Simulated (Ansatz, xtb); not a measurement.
**Relative energy of two isomers of C5H9N3**

Structure I is `CC(C)c1cn[nH]n1`, a singlet and structure II is `CC(C)c1c[nH]nn1`, a singlet. Both are isolated molecules in the gas phase, relaxed with PBE0-D3(BJ)/def2-SVP, each in the lowest conformer that the search found.

Quicker runs give these differences E(II) − E(I): GFN2-xTB +0.147 eV; HF/STO-3G +0.114 eV (at GFN2-xTB geometries); r2SCAN-D4/def2-SVP +0.222 eV (at GFN2-xTB geometries).

**Question.** Estimate E(II) − E(I) at the level CCSD(T)/def2-SVP + ΔMP2/def2-TZVPP.

**Answer.** Calculated at CCSD(T)/def2-SVP + ΔMP2/def2-TZVPP: E(II) − E(I) = +0.166 eV, so structure I lies lower.

How the difference moves with the method:

```tsv
level	geometry	E(II) − E(I) (eV)	departure from the last row (eV)	job, with rough time for the two
GFN2-xTB	GFN2-xTB	+0.147	−0.019	optimisation, 0.18 s
HF/STO-3G	GFN2-xTB	+0.114	−0.052	single point, 0.79 s
r2SCAN-D4/def2-SVP	GFN2-xTB	+0.222	+0.056	single point, 11 s
PBE0-D3(BJ)/def2-SVP	PBE0-D3(BJ)/def2-SVP	+0.222	+0.055	optimisation, 77 s
HF/def2-SVP	PBE0-D3(BJ)/def2-SVP	+0.233	+0.067	part of the CCSD(T) run
MP2/def2-SVP	PBE0-D3(BJ)/def2-SVP	+0.227	+0.060	part of the CCSD(T) run
CCSD(T)/def2-SVP	PBE0-D3(BJ)/def2-SVP	+0.200	+0.034	single point
CCSD(T)/def2-SVP + ΔMP2/def2-TZVPP	PBE0-D3(BJ)/def2-SVP	+0.166		single point, 5.4 min
```

As drawn, both hold the same kinds of bond in the same numbers.

None of the levels shown reverses the order. The largest departure from CCSD(T)/def2-SVP + ΔMP2/def2-TZVPP is that of HF/def2-SVP, 0.067 eV. The last row adds to CCSD(T) the change of the MP2 difference between the two basis sets, here −0.034 eV.

With thermal terms from frequencies at re-optimised GFN2-xTB minima (ideal gas, soft modes damped towards free rotors, one conformer each, 298.15 K, 1 atm): on the last row, ΔE + ΔZPE = +0.154, ΔH = +0.154, ΔG = +0.157 eV.

The correlated steps freeze 8 core orbitals. Codes used: Ansatz 0.2.0, xtb 6.7.1; the last row on 2 threads of Arm Neoverse V1 on a shared host.
